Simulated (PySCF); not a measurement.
WI₅ (doublet state).
Bonds: W1–I2, W1–I3, W1–I4, W1–I5, W1–I6.

A GFN2-xTB structure was refined with PBE0-D3(BJ)/def2-SVP geometry optimisation, gas phase, def2 core potentials past Kr in PySCF. Its GFN2-xTB values:

```json
{"coordinate": "W1–I2", "GFN2-xTB": "2.737 Å"}
{"coordinate": "W1–I6", "GFN2-xTB": "2.707 Å"}
{"coordinate": "I2–W1–I3", "GFN2-xTB": "179.9°"}
{"coordinate": "I2–W1–I4", "GFN2-xTB": "90.0°"}
{"coordinate": "I2–W1–I6", "GFN2-xTB": "90.0°"}
{"coordinate": "I4–W1–I5", "GFN2-xTB": "120.1°"}
```

Task: How do these coordinates change at the PBE0-D3(BJ)/def2-SVP level?

Result: 
| coordinate | PBE0-D3(BJ)/def2-SVP (Å or °) | change |
| --- | --- | --- |
| W1–I6 | 2.546 | -0.161 |
| W1–I2 | 2.665 | -0.072 |
| I2–W1–I3 | 148.3 | -31.6 |
| I4–W1–I5 | 148.7 | +28.6 |
| I2–W1–I6 | 105.9 | +15.9 |
| I2–W1–I4 | 85.8 | -4.2 |

The energy falls by 5.4 kcal/mol over 18 energy and gradient evaluations, the largest force component goes from 0.0220 to 1.6e-04 Eh/bohr, and the atoms move by 0.579 Å rms after alignment. The bond that changes most is W1–I6 (ends: tungsten bonded to 5 I; iodine bonded to W), which shortens by 0.161 Å. Bonds longer at the end by more than 0.005 Å: 0 of 5; shorter: 5. Rotational constants go from 181.1, 153.4, 153.2 to 183.5, 183.3, 151.3 MHz.

The run used 162 basis functions and 315 SCF cycles in all. On one thread, Arm Neoverse V1, no GPU (shared host), this took 22 min.

Not checked by PBE0-D3(BJ)/def2-SVP frequencies. ⟨S²⟩ = 0.771 (exact for a doublet: 0.75).

Caution for open-shell metal species: one SCF solution and one stationary point were followed, and a lower state or a bent or distorted shape isn't ruled out.
